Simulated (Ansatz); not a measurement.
`FBBr` and `OBF` differ in one atom or group.

Ansatz, PBE0-D4/def2-TZVP geometries, multiplicity 1. Each molecule was computed in one conformer, which needn't be the lowest.

Scalar relativity is left out up to krypton.

| property | `FBBr` |
| --- | --- |
| ideal-gas entropy at 298 K and 1 bar (rigid rotor, harmonic PBE0-D4/def2-TZVP) / J/(mol·K) | 274 |
| HOMO–LUMO gap (PBE0/def2-TZVPP) / eV | 7.50 |
| HOMO energy (B3LYP/def2-TZVPP) / eV | -8.51 |
| HOMO–LUMO gap (PBE/def2-TZVPP) / eV | 5.20 |
| LUMO energy (PBE/def2-TZVPP) / eV | -2.26 |
| zero-point energy (PBE0-D4/def2-TZVP) / kJ/mol | 41.6 |

Q: What does the change do to each property? (An estimate is asked.)

A: The calculation gave: 
| property | `OBF` | shift |
| --- | --- | --- |
| ideal-gas entropy at 298 K and 1 bar (rigid rotor, harmonic PBE0-D4/def2-TZVP) / J/(mol·K) | 253 | -21 |
| HOMO–LUMO gap (PBE0/def2-TZVPP) / eV | 10.81 | 3.31 |
| HOMO energy (B3LYP/def2-TZVPP) / eV | -10.22 | -1.71 |
| HOMO–LUMO gap (PBE/def2-TZVPP) / eV | 8.06 | 2.86 |
| LUMO energy (PBE/def2-TZVPP) / eV | -0.65 | 1.61 |
| zero-point energy (PBE0-D4/def2-TZVP) / kJ/mol | 79.7 | 38.1 |

With PBE0 the HOMO falls by 1.65 eV and the LUMO rises by 1.65 eV, so the gap widens by about 3.30 eV. PBE moves the HOMO by -1.24 eV and ωB97M-V by -1.83 eV. The zero-point energy changes by 38.1 kJ/mol with +3 modes.

B3LYP here is the variant with VWN-RPA as its local correlation; programs differ in this.

Spin–orbit coupling is left out; it splits and shifts lone-pair levels of the heavy atoms by tenths of an eV.
